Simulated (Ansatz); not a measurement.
A nudged elastic band was laid between two geometries of C$_{4}$H$_{12}$Si$_{2}$ (18 atoms, charge 0, multiplicity 1).

These are results of Ansatz, RKS B3LYP/6-31G*, not measurements.

```
movable images  : 5
climbing image  : yes
spring          : 5.0 eV/Å²
optimiser       : quadratic models (default)
start path      : through a guess of the saddle point
force threshold : 0.05 eV/Å
iteration limit : 60
end points      : relaxed
```

Image 0:

```xyz
18
Properties=species:S:1:pos:R:3
C 1.099 1.247 -1.388
C 0.772 0.915 -0.130
C 0.951 1.896 1.009
Si 0.080 -0.800 0.264
C 0.190 -1.970 -1.222
Si -2.148 -0.649 1.026
H 0.986 0.563 -2.225
H 1.502 2.230 -1.634
H 1.364 2.850 0.659
H -0.001 2.107 1.514
H 1.627 1.495 1.776
H 0.887 -1.368 1.390
H 1.223 -2.055 -1.579
H -0.154 -2.973 -0.946
H -0.431 -1.624 -2.056
H -2.640 -1.972 1.508
H -2.285 0.320 2.152
H -3.061 -0.200 -0.066
```

Image 6:

```xyz
18
Properties=species:S:1:pos:R:3
C 1.062 1.269 -1.410
C 0.750 0.933 -0.150
C 0.902 1.925 0.984
Si 0.111 -0.800 0.254
C 0.193 -1.955 -1.247
Si -2.089 -0.711 1.101
H 0.962 0.579 -2.245
H 1.440 2.261 -1.662
H 1.575 1.540 1.762
H 1.305 2.882 0.631
H -0.059 2.125 1.475
H 0.969 -1.359 1.345
H 1.214 -2.017 -1.639
H -0.122 -2.967 -0.969
H -0.462 -1.613 -2.056
H -2.541 -2.058 1.557
H -2.198 0.218 2.263
H -3.051 -0.244 0.060
```

(1) Which bonds break or form, and what moves?

(2) What energy profile does the band end with?

(3) What is the geometry of the highest image?

Answers

(1) No bond is made or broken. The dihedral Si4–C2–C3–H10 goes from -60 to 178°.

(2) It converged. The highest image is number 5 of 0 to 6, 7.2 kJ/mol above the ends, which have the same energy within 2 meV. The profile has 2 maxima (images 2, 5) with wells between them (image 3): this band takes more than one step, which may be the mechanism or a detour left from its start path. A vibrational analysis at the climbing image gives one clearly imaginary mode, 185i cm⁻¹: a first-order saddle point.

| image | path coordinate (Å) | energy (kJ/mol) | dihedral Si4–C2–C3–H10 (°) |
| --- | --- | --- | --- |
| 0 | 0.00 | 0.0 | -60 |
| 1 | 1.12 | 4.6 | -24 |
| 2 | 2.24 | 6.1 | 14 |
| 3 | 3.36 | 0.3 | 52 |
| 4 | 4.48 | 2.1 | 81 |
| 5 | 5.60 | 7.2 | 121 |
| 6 | 7.27 | 0.0 | 178 |

(3) 
```xyz
18
Properties=species:S:1:pos:R:3
C 1.006 1.277 -1.412
C 0.746 0.926 -0.144
C 0.956 1.914 0.996
Si 0.105 -0.801 0.265
C 0.210 -1.976 -1.218
Si -2.113 -0.695 1.063
H 0.869 0.595 -2.248
H 1.374 2.271 -1.673
H 0.708 1.490 1.974
H 2.001 2.241 1.044
H 0.339 2.812 0.866
H 0.941 -1.343 1.381
H 1.236 -2.036 -1.599
H -0.101 -2.986 -0.930
H -0.438 -1.650 -2.039
H -2.584 -2.039 1.511
H -2.248 0.237 2.220
H -3.045 -0.226 -0.004
```

The run took 2.6 min on 2 threads of AMD EPYC 9R45 96-Core Processor (Zen 5) (shared host), peak memory 0.37 GiB.
